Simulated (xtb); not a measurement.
N2O (SMILES N#[N+][O-]), singlet, from a rough starting geometry; GFN2-xTB in xtb.

The xtb input:
```
$ xtb mol.xyz --gfn 2 --opt vtight --json

# file mol.xyz
3

N      0.00865193    -0.00746422    -1.26585091
N     -0.06089607    -0.00635683    -0.05953896
O      0.01343802    -0.00314840     1.17362908
```

Task: Predict the main parts of the log of this xtb run.

Result: 
```
   ID    Z sym.   atoms
    1    7 N      1, 2
    2    8 O      3

           -------------------------------------------------
          |                Calculation Setup                |
           -------------------------------------------------

           -------------------------------------------------
          |                 G F N 2 - x T B                 |
           -------------------------------------------------

          ...................................................
          :                      SETUP                      :
          :.................................................:
          :  # basis functions                  12          :
          :  # atomic orbitals                  12          :
          :  # shells                            6          :
          :  # electrons                        16          :
          :  max. iterations                   250          :
          :  Hamiltonian                  GFN2-xTB          :
          :  restarted?                      false          :
          :  GBSA solvation                  false          :
          :  PC potential                    false          :
          :  electronic temp.          300.0000000     K    :
          :  accuracy                    1.0000000          :
          :  -> integral cutoff          0.2500000E+02      :
          :  -> integral neglect         0.1000000E-07      :
          :  -> SCF convergence          0.1000000E-05 Eh   :
          :  -> wf. convergence          0.1000000E-03 e    :
          :  Broyden damping             0.4000000          :
          :  net charge                          0          :
          :  unpaired electrons                  0          :
          ...................................................

 iter      E             dE          RMSdq      gap      omega  full diag
   1     -9.7844921 -0.978449E+01  0.955E+00    5.80       0.0  T
   2     -9.8610498 -0.765577E-01  0.360E+00    4.58       1.0  T
   3     -9.8606267  0.423098E-03  0.164E+00    4.55       1.0  T
   4     -9.8546175  0.600913E-02  0.205E+00    4.56       1.0  T
   5     -9.8626780 -0.806045E-02  0.241E-01    4.49       1.0  T
   6     -9.8626985 -0.204882E-04  0.999E-02    4.48       1.0  T
   7     -9.8627196 -0.210969E-04  0.417E-03    4.48      13.8  T
   8     -9.8627196  0.442184E-08  0.419E-03    4.48      13.8  T
   9     -9.8627196 -0.466053E-07  0.172E-04    4.48     335.1  T
  10     -9.8627196 -0.972378E-11  0.103E-04    4.48     560.7  T

   *** convergence criteria satisfied after 10 iterations ***

         :::::::::::::::::::::::::::::::::::::::::::::::::::::
         ::                     SUMMARY                     ::
         :::::::::::::::::::::::::::::::::::::::::::::::::::::
         :: total energy              -9.812163114266 Eh    ::
         :: gradient norm              0.240528094972 Eh/a0 ::
         :: HOMO-LUMO gap              4.481656607864 eV    ::
         ::.................................................::
         :: SCC energy                -9.862719620510 Eh    ::
         :: -> isotropic ES            0.017151265212 Eh    ::
         :: -> anisotropic ES          0.003043560605 Eh    ::
         :: -> anisotropic XC          0.017053407101 Eh    ::
         :: -> dispersion             -0.000707383973 Eh    ::
         :: repulsion energy           0.050556506244 Eh    ::
         :: add. restraining           0.000000000000 Eh    ::
         :: total charge              -0.000000000000 e     ::
         :::::::::::::::::::::::::::::::::::::::::::::::::::::

      -----------------------------------------------------------
     |                   =====================                   |
     |                        A N C O P T                        |
     |                   =====================                   |
     |               Approximate Normal Coordinate               |
[...]
 * total energy  :    -9.8121631 Eh     change       -0.1637268E-10 Eh
 * total energy  :    -9.8437170 Eh     change       -0.3155388E-01 Eh
 * total energy  :    -9.8445029 Eh     change       -0.7858647E-03 Eh
 * total energy  :    -9.8447043 Eh     change       -0.2014379E-03 Eh
 * total energy  :    -9.8449323 Eh     change       -0.2280070E-03 Eh
 * total energy  :    -9.8449340 Eh     change       -0.1729276E-05 Eh
 * total energy  :    -9.8449340 Eh     change       -0.9988044E-08 Eh
 * total energy  :    -9.8449340 Eh     change       -0.7401761E-08 Eh
   *** GEOMETRY OPTIMIZATION CONVERGED AFTER 8 ITERATIONS ***
         :: total energy              -9.844934048545 Eh    ::
[...]
         :: HOMO-LUMO gap              6.238350548045 eV    ::
         ::.................................................::
         :: SCC energy                -9.957242514198 Eh    ::
         :: -> isotropic ES            0.020641721897 Eh    ::
         :: -> anisotropic ES          0.006641634896 Eh    ::
         :: -> anisotropic XC          0.012879410807 Eh    ::
         :: -> dispersion             -0.000714738771 Eh    ::
         :: repulsion energy           0.112308465652 Eh    ::
         :: add. restraining           0.000000000000 Eh    ::
         :: total charge               0.000000000000 e     ::
         :::::::::::::::::::::::::::::::::::::::::::::::::::::

           -------------------------------------------------
          |                Property Printout                |
           -------------------------------------------------

    * Orbital Energies and Occupations

         #    Occupation            Energy/Eh            Energy/eV
      -------------------------------------------------------------
         1        2.0000           -0.8102927             -22.0492
         2        2.0000           -0.7464729             -20.3126
         3        2.0000           -0.6664260             -18.1344
         4        2.0000           -0.6664260             -18.1344
         5        2.0000           -0.6400734             -17.4173
         6        2.0000           -0.5138356             -13.9822
         7        2.0000           -0.4901074             -13.3365
         8        2.0000           -0.4901074             -13.3365 (HOMO)
         9                         -0.2608522              -7.0982 (LUMO)
        10                         -0.2608522              -7.0982
        11                          0.1599180               4.3516
        12                          1.1547161              31.4214
      -------------------------------------------------------------
                  HL-Gap            0.2292552 Eh            6.2384 eV
             Fermi-level           -0.3754798 Eh          -10.2173 eV

     #   Z          covCN         q      C6AA      α(0)
     1   7 N        0.983    -0.221    25.427     7.253
     2   7 N        1.904     0.493    14.555     5.656
     3   8 O        0.926    -0.271    19.244     5.883

 Mol. C6AA /au·bohr⁶  :        175.159047
 Mol. C8AA /au·bohr⁸  :       3753.517449
 Mol. α(0) /au        :         18.792435

Wiberg/Mayer (AO) data.
largest (>0.10) Wiberg bond orders for each atom

 ---------------------------------------------------------------------------
     #   Z sym  total        # sym  WBO       # sym  WBO       # sym  WBO
 ---------------------------------------------------------------------------
     1   7 N    2.959 --     2 N    2.308     3 O    0.651
     2   7 N    3.889 --     1 N    2.308     3 O    1.581
     3   8 O    2.232 --     2 N    1.581     1 N    0.651
 ---------------------------------------------------------------------------

Topologies differ in total number of bonds
Writing topology from bond orders to xtbtopo.mol

molecular dipole:
                 x           y           z       tot (Debye)
 q only:       -0.000      -0.000      -0.127
   full:        0.000       0.000       0.078       0.199
molecular quadrupole (traceless):
                xx          xy          yy          xz          yz          zz
 q only:        1.109      -0.000       1.109      -0.003      -0.004      -2.218
  q+dip:        1.904      -0.000       1.904      -0.016      -0.011      -3.808
   full:        2.349      -0.000       2.350      -0.019      -0.014      -4.699

optimized geometry written to: xtbopt.xyz

           -------------------------------------------------
          | TOTAL ENERGY               -9.844934048545 Eh   |
          | GRADIENT NORM               0.000004521938 Eh/α |
          | HOMO-LUMO GAP               6.238350548045 eV   |
           -------------------------------------------------
```
